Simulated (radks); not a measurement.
Problem. Species: the osmium ion Os13+. Configuration: [Kr] 4d10 4f14 5s2 5p1 (not the ground configuration). All-electron calculation, scalar-relativistic Kohn-Sham, BLYP, spin-polarised, spherical densities, finite nucleus; open shells are filled with parallel spins first (spin-orbit coupling, left out, can overturn this in heavy ions); Fermi nuclear charge, rms radius 5.4126 fm. Program: a radial shooting solver on a logarithmic mesh with Libxc functionals. Some entries of the table are withheld. Estimate them.

orbital  occ.  eigenvalue (Ry)  <r^2> (bohr^2)
1s up       1        -5446.668       0.0004335
1s down     1        -5446.657       0.0004335
2s up       1        -963.6917        0.006641
2s down     1        -963.6859        0.006641
2p up       3        -841.7979        0.005529
2p down     3        -841.7886        0.005529
3s up       1        -237.8991         0.04297
3s down     1        -237.8926         0.04297
3p up       3        -202.0855         0.04384
3p down     3        -202.0779         0.04384
3d up       5        -162.0318         0.03631
3d down     5        -162.0241         0.03631
4s up       1        -64.11182          0.2099
4s down     1        -64.09763          0.2099
4p up       3        -52.34250          0.2387
4p down     3        -52.32676          0.2386
4d up       5        -37.70273             (1)
4d down     5        -37.68259             (2)
5s up       1        -23.20008          0.9646
5s down     1        -23.07299          0.9626
4f up       7        -21.33325             (3)
4f down     7        -21.30124             (4)
5p up       1        -19.67551           1.166
5p down     0        -19.53927           1.166

Solution. 
(1) 4d up <r^2> (bohr^2): 0.2729
(2) 4d down <r^2> (bohr^2): 0.2724
(3) 4f up <r^2> (bohr^2): 0.3397
(4) 4f down <r^2> (bohr^2): 0.3374
